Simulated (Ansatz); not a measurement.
Molecule: sum formula BN2H6, net charge 1, singlet state. It need not be the lowest isomer of its formula. 
Structure (B3LYP-D3(BJ)/def2-TZVP (Ansatz, a first-principles code) minimum search):
SMILES: NB[NH3+]
```xyz
9

B      0.0396    -0.3704     0.4425
N     -1.1760     0.2605    -0.3201
N      1.2990    -0.0341     0.0508
H     -0.2499    -1.1052     1.3174
H     -1.7676    -0.4749    -0.7190
H     -1.7757     0.7777     0.3303
H      1.5543     0.5945    -0.6977
H      2.1055    -0.4227     0.5208
H     -0.9256     0.8980    -1.0791
```
Charge +1, spin multiplicity 1.

Basis-set convergence of Hartree-Fock and CCSD(T) correlation energies (hartree) with Ansatz. Cores are frozen in the correlated levels unless marked. No spin-orbit coupling. Non-relativistic.

```
basis    functions       E(HF)  E(corr, CCSD(T))
-------  ---------  ----------  ----------------
cc-pVDZ          -  -136.93868          -0.47749
cc-pVTZ        174  -136.98143          -0.57952
cc-pVQZ        345  -136.99097          -0.61099
```

Extrapolating the two largest sets (X = 3 and 4) as X^-3: E(corr) = (64·(-0.61099) - 27·(-0.57952))/37 = -0.6340 Eh, an estimate of the basis-set limit. The largest set recovers 96.4 % of it, the smallest 75.3 %.
